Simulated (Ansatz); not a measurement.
C5HBClF7O2, SMILES `F[B-]1(Cl)OC(C(F)(F)F)=CC(C(F)(F)F)=[O+]1` from Hartree–Fock to CCSD(T)

```xyz
17

F    -1.169    0.003    2.943
B    -0.181    0.136    2.052
Cl    1.456    0.540    2.725
O    -0.561    1.224    1.059
C    -0.263    1.129   -0.167
C    -0.539    2.401   -0.971
F    -0.205    2.237   -2.248
F    -1.829    2.704   -0.906
F     0.166    3.409   -0.475
C     0.222   -0.018   -0.768
C     0.220   -1.151    0.027
C     0.506   -2.537   -0.551
F    -0.559   -3.315   -0.402
F     0.798   -2.460   -1.846
F     1.532   -3.087    0.082
O    -0.056   -1.158    1.262
H     0.462   -0.057   -1.816
```

The species carries charge 0 and has multiplicity 1. Geometry: relaxed with PBE0-D4/def2-TZVP. Frozen core, restricted reference, Ansatz 0.2.0. CBS rows extrapolate triple and quadruple zeta; past MP2 they add the triple-zeta difference.

| basis | HF (Eh) | MP2 corr. | CCSD corr. | (T) | CCSD(T) total |
| --- | --- | --- | --- | --- | --- |
| def2-SVP | -1519.08183 | -2.48362 | -2.52665 | -0.06800 | -1521.67648 |
| def2-TZVPP | -1520.53450 | ? | -3.25131 | ? | ? |
| def2-QZVPP | -1520.59201 | -3.51391 | – | – | – |
| CBS(def2) | ? | ? | -3.74129 | as TZ | ? |

Question: Fill in the withheld values. (Best estimate.)

Answer: The calculation gave: def2-TZVPP MP2 corr.: -3.23243; def2-TZVPP (T): -0.12629; def2-TZVPP CCSD(T) total: -1523.91210; CBS(def2) HF (Eh): -1520.59994; CBS(def2) MP2 corr.: -3.72241; CBS(def2) CCSD(T) total: -1524.46752.
